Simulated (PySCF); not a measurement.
Simulated C 1s region for `[BH3-]OCC`, binding energy against the vacuum level.

Every computed line was given a Gaussian of 0.4 eV full width at half maximum and an area set by the number of equivalent atoms; the highest printed point is 100. Theory: delta-SCF UKS SCAN, pcX-2 on the ionised atom, pcseg-1 elsewhere, spin-free X2C in PySCF 2.14.0.

(binding energy (eV), intensity): (286.0, 0), (286.1, 2), (286.2, 9), (286.3, 27), (286.4, 59), (286.5, 90), (286.6, 100), (286.7, 85), (286.8, 69), (286.9, 76), (287.0, 96), (287.1, 98), (287.2, 73), (287.3, 39), (287.4, 15), (287.5, 4), (287.6, 1)

Problem. Count the maxima, the lines and the sites behind this envelope.

Solution. The curve has 2 maxima (at 286.6 and 287.1 eV). Under it lie 2 lines from 2 inequivalent carbon sites.

Problem. Decompose the envelope and assign each component. Numbering: `[BH3-:1][O:2][CH2:3][CH3:4]`.

Solution. 
| position (eV) | relative area | line | atoms | environment |
| --- | --- | --- | --- | --- |
| 286.57 | 1 | C 1s | C4 | methyl carbon |
| 287.07 | 1 | C 1s | C3 | sp3 carbon bound to oxygen |

Problem. What are the centre and the root-mean-square width of the whole band?

Solution. The area-weighted mean of the lines is 286.82 eV. Their own spread about it is 0.25 eV (rms) and each Gaussian has σ = 0.4/2.355 = 0.17 eV; the variances add, which gives 0.30 eV.

Problem. Above which line width would these two lines show one maximum?

Solution. Two equal Gaussians merge once their distance is under 2σ = FWHM/1.177. With 0.49 eV between them that is a full width over 0.58 eV.

The listed C 1s values span 0.50 eV, from C4 (bonded to C and 3 H) to C3 (bonded to O, C and 2 H).

The curve has no shake-up lines and no vibrational structure. The species carries charge -1, so core ionisation leaves a neutral species. The basis sets have no added diffuse functions. One conformer (not necessarily the lowest) at the PBE0-D3(BJ)/def2-SVP geometry, without solvent, vibrations or thermal averaging.

Conformer computed: `[BH3-:1][O:2][CH2:3][CH3:4]`: B1–O2–C3–C4 180°.
